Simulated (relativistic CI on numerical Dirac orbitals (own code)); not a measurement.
## Hyperfine structure of Cl¹²⁺, mass number 37

Method of calculation: Dirac-Coulomb-Breit CI, KLI orbitals optimised for each configuration, QED by a radiative potential, unscaled Slater integrals (own radial code, finite nucleus).

CI space (outside the closed core 1s2): 2s²2p, 2s2p², 2p³, 2p²3s, 2p²3p, 2p²3d, 2s²3s, 2s²3p, 2s²3d, 2s2p3s, 2s2p3p, 2s2p3d, 2s²4s, 2s²4p, 2s²4d, 2s²4f. Levels of other configurations are missing.

Nuclear spin I = 3/2, μ = 0.684 μN, Q = -0.0644 b (tables of Stone and Pyykkö). The electronic factors are computed for point nuclear moments, without core polarisation or the Bohr-Weisskopf and QED corrections.

| Level | E (eV) | A (MHz) | B (MHz) |
| --- | --- | --- | --- |
| 2s²2p ²P°1/2 | 0.0000 | 16730 |  |
| 2s²2p ²P°3/2 | 2.1485 | 3420 | -836 |
| 2s2p² ⁴P1/2 | 25.7285 | 29410 |  |
| 2s2p² ⁴P3/2 | 26.5243 | 13750 | -683 |
| 2s2p² ⁴P5/2 | 27.6191 | 14360 | 857 |
| 2s2p² ²D3/2 | 47.4115 | -3561 | -1190 |
| 2s2p² ²D5/2 | 47.4693 | 15980 | -1700 |
| 2s2p² ²S1/2 | 59.9481 | 49360 |  |

Levels with J = 0, under 50 % of one LS term, or S terms without an open s electron are left out. Small factors come from cancelling terms and can be off by tens of per cent or more.

At this charge energies of transitions that change n are usually good to better than 1 %, and those within a shell (Δn = 0) to a few per cent.

Task: Give the hyperfine levels of 2s²2p ²P°1/2 relative to its centre of gravity.

Result: With K = F(F + 1) − I(I + 1) − J(J + 1), E = AK/2: F = 1: -20910, F = 2: 12550 MHz.
